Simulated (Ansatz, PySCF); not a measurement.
Gas-phase reaction in SMILES: CCO [ethanol] -> [CH2]C + [OH] (HO) (the C-O bond at the site shown breaks; other sites are not compared here)
Structures are relaxed separately at B3LYP-D3(BJ)/def2-TZVP in Ansatz (a program for electronic structure), one conformer each, not searched for the lowest.
Geometry of the first species:
```
C
H 1 1.0973
H 1 1.0973 2 107.69
O 1 1.4270 2 110.49 3 -120.76
H 4 0.9624 1 108.87 2 59.54
C 1 1.5131 2 110.09 3 120.04
H 6 1.0909 1 110.47 2 60.81
H 6 1.0909 7 108.30 1 -121.11
H 6 1.0917 7 108.54 8 -117.66
```
Charge 0, spin multiplicity 1.

Property: bond dissociation energy (0 K, with B3LYP-D3(BJ) harmonic zero-point energies from PySCF), in kJ/mol. Valence correlation only, unless marked. UHF or UKS for open shells. Spin-orbit coupling is left out. No relativistic terms. Basis-set limits of correlation are two-point, X^-3; Hartree-Fock from the larger set. The bracket is a focal-point correction in the basis named.

Level to compare with: RI-MP2/CBS(aug-cc-pVTZ,aug-cc-pVQZ)+[CCSD(T)-MP2]/aug-cc-pVTZ (Ansatz), 387.4 kJ/mol. It is a level with limits of its own, and the differences hold the functionals' basis error too.

Task: Rank these functionals by how close they come to RI-MP2/CBS(aug-cc-pVTZ,aug-cc-pVQZ)+[CCSD(T)-MP2]/aug-cc-pVTZ, closest first: PBE/def2-TZVPD (Ansatz); B97M-V/def2-TZVPD (Ansatz); BHLYP/def2-TZVPD (Ansatz).

Result: PBE/def2-TZVPD (GGA, 384.4 kJ/mol, difference -3.0), B97M-V/def2-TZVPD (meta-GGA with VV10, 366.9 kJ/mol, difference -20.5), BHLYP/def2-TZVPD (global hybrid, 337.5 kJ/mol, difference -49.9)
